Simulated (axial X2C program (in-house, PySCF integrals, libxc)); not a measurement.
What spin–orbit coupling does to RbAl

Computed with an in-house all-electron X2C program for linear molecules (integrals from PySCF). Spin-free means the one-electron spin-free X2C Hamiltonian; two-component (2c) means X2C with spin–orbit coupling and atomic mean-field two-electron Coulomb and Gaunt terms, so the difference of the two also holds small scalar two-electron terms. Basis: Rb dyall-cv3z [12s13p8d4f1g], Al dyall-v3z [8s8p2d1f] (cores contracted in-house); Gaussian nuclei, density fitting, unrestricted open shells. Masses: Rb 84.912 u, Al 26.982 u.

Spin-free state: M_S = 1, Λ = 1 (beyond evenly filled blocks: σα, π+α); fragments Rb + Al.

| level | Re (Å) | ωe (cm⁻¹) | De (eV) | μ (D) |
| --- | --- | --- | --- | --- |
| PBE0 | 3.492 | 127.9 | 0.616 | -7.51 |
| HF | 3.650 | 116.6 | 0.130 | -9.76 |
| MP2 | 3.500 | 126.1 | 0.454 | n/a |
| CCSD | 3.525 | 125.9 | 0.470 | n/a |
| CCSD(T) | 3.510 | 127.2 | 0.505 | n/a |
| BP86 | 3.518 | 119.5 | 0.586 | -6.33 |

Correlated methods: 12 electrons correlated (number of frozen shells: Rb 3 s, 2 p, 1 d; Al 2 s, 1 p), 234 virtual spin orbitals or spinors in MP2, 90 natural virtuals in coupled cluster.

Dipoles are positive if Al is the positive end.

Two-component determinant lowest at the distance of the search:

Ω = 2 (⟨Sz⟩ = 1.00, ⟨Lz⟩ = 1.00 at HF); fragments Rb + Al.

```json
{"level": "PBE0", "Re (Å)": "3.494", "ωe (cm⁻¹)": "127.8", "De (eV)": "0.610", "μ (D)": "-7.52"}
{"level": "HF", "Re (Å)": "3.652", "ωe (cm⁻¹)": "116.4", "De (eV)": "0.125", "μ (D)": "-9.76"}
{"level": "MP2", "Re (Å)": "3.502", "ωe (cm⁻¹)": "126.0", "De (eV)": "0.444", "μ (D)": "n/a"}
{"level": "CCSD", "Re (Å)": "3.527", "ωe (cm⁻¹)": "125.7", "De (eV)": "0.456", "μ (D)": "n/a"}
{"level": "CCSD(T)", "Re (Å)": "3.512", "ωe (cm⁻¹)": "127.0", "De (eV)": "0.492", "μ (D)": "n/a"}
{"level": "BP86", "Re (Å)": "3.519", "ωe (cm⁻¹)": "119.4", "De (eV)": "0.580", "μ (D)": "-6.34"}
```

Question: From the two tables, how do the constants change at the CCSD(T) level (2c against spin-free)?

Answer: At the CCSD(T) level Re goes up by 0.002 Å and ωe stays the same within 0.2 cm⁻¹; De changes by -0.013 eV.

One determinant describes the state; a PBE0 search over occupations chose it and may have missed a lower one. De is counted from the lowest determinant-based energies of the atoms at the same level, without counterpoise correction. Density functionals use the spin component along the axis (collinear). CCSD and (T) use frozen natural virtuals with an MP2 correction for the truncation; (T) itself is uncorrected, so its De runs slightly low. The 2c atoms are single determinants rather than J levels; their spin–orbit lowering is only partly caught, and De is too large by that part. This holds for PBE0, BP86. PBE0 can misorder states that lie within some tenths of an eV, so this need not be the ground state of the molecule. The nearest other spin-free determinant of the search, M_S = 0, Λ = 1, lies 0.16 eV up at the distance of the search. Without a current term, density functionals place determinants with orbital angular momentum somewhat too high. The atomic limit has a lower orbital projection than the molecule and lies lower at mean-field level, so De may be about a tenth of an eV too small. With several unpaired electrons one determinant need not be a pure state. Open-shell Ω = 0 determinants with evenly filled partner blocks cannot be reached by this program, so the Ω shown need not be the lowest component.
